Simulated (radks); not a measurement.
Values are calculated unless marked as measured or tabulated.
Valence configurations of Tb (all share [Xe]). Level of theory: Dirac Kohn-Sham, PBE, spin-unpolarised, spherical densities, finite nucleus; open shells fill j = l - 1/2 first; Fermi nuclear charge, rms radius 5.06 fm (a radial shooting solver on a logarithmic mesh with Libxc functionals). Energies are relative to 4f9 6s2; eigenvalues in eV.

valence	E (eV)	e(4f5/2)	e(4f7/2)	e(5d3/2)	e(6p1/2)	e(6s1/2)
4f9 6s2	0.000	-3.329	-2.548	-	-	-3.703
4f9 6s1.5 6p0.5	1.207	-3.955	-3.174	-	-1.611	-4.058
4f9 5d1 6s1	2.381	-2.442	-1.662	-0.980	-	-3.425
4f9 6s1 6p1	2.446	-4.551	-3.769	-	-1.873	-4.380
4f8 5d1 6s2	3.384	-9.159	-8.317	-2.532	-	-4.164
4f9 5d2	4.856	-2.072	-1.294	-0.886	-	-
4f8 6s2 6p1	5.002	-12.294	-11.450	-	-2.340	-5.406
4f8 5d2 6s1	5.204	-7.710	-6.870	-1.726	-	-3.708

NIST lists [Xe] 4f9 6s2 as the ground configuration; this level of theory agrees among the configurations tried. The energies are those of spherical spin-averaged densities, not of single terms. No valid solution was reached for [Xe] 4f10 6s1; [Xe] 4f9.5 6s1.5.
